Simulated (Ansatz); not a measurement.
Sn(OMe)2 (C₂H₆O₂Sn). The state is a singlet with charge 0. Geometry PBE0-D4/def2-SVP, basis def2-TZVP, Ansatz.

```xyz
11

C    -1.6024    0.3384   -0.6831
C     1.7150    0.1247    0.4387
O    -1.6872   -0.8981   -0.0539
O     1.2212   -1.0156    1.0615
Sn   -0.4952   -2.0360    1.0743
H    -1.1263    0.2655   -1.6806
H    -1.0320    1.0902   -0.1048
H    -2.6167    0.7498   -0.8404
H     1.4562    1.0470    0.9955
H     1.3483    0.2564   -0.5973
H     2.8190    0.0776    0.3901
```

```json
{"run": "A", "HOMO (eV)": "-7.39", "LUMO (eV)": "-2.00"}
{"run": "B", "HOMO (eV)": "-6.31", "LUMO (eV)": "-2.63"}
{"run": "C", "HOMO (eV)": "-10.18", "LUMO (eV)": "0.52"}
{"run": "D", "HOMO (eV)": "-6.23", "LUMO (eV)": "-2.58"}
{"run": "E", "HOMO (eV)": "-5.92", "LUMO (eV)": "-2.64"}
{"run": "F", "HOMO (eV)": "-5.82", "LUMO (eV)": "-2.57"}
```

In the def2 sets Sn takes a core potential; there is no spin–orbit coupling.

Q: The runs used B97M-V, BLYP, HF, PBE, PBE0, r2SCAN. Estimate which is which.

A: A PBE0 (25 % exact exchange); B B97M-V (0 % exact exchange); C HF (100 % exact exchange); D r2SCAN (0 % exact exchange); E PBE (0 % exact exchange); F BLYP (0 % exact exchange). Exact exchange lowers occupied and raises empty levels; among semilocal functionals meta-GGAs tend to open the gap a little, and such runs are hard to tell apart. The gap grows from 3.24 eV (BLYP) to 10.70 eV (HF).
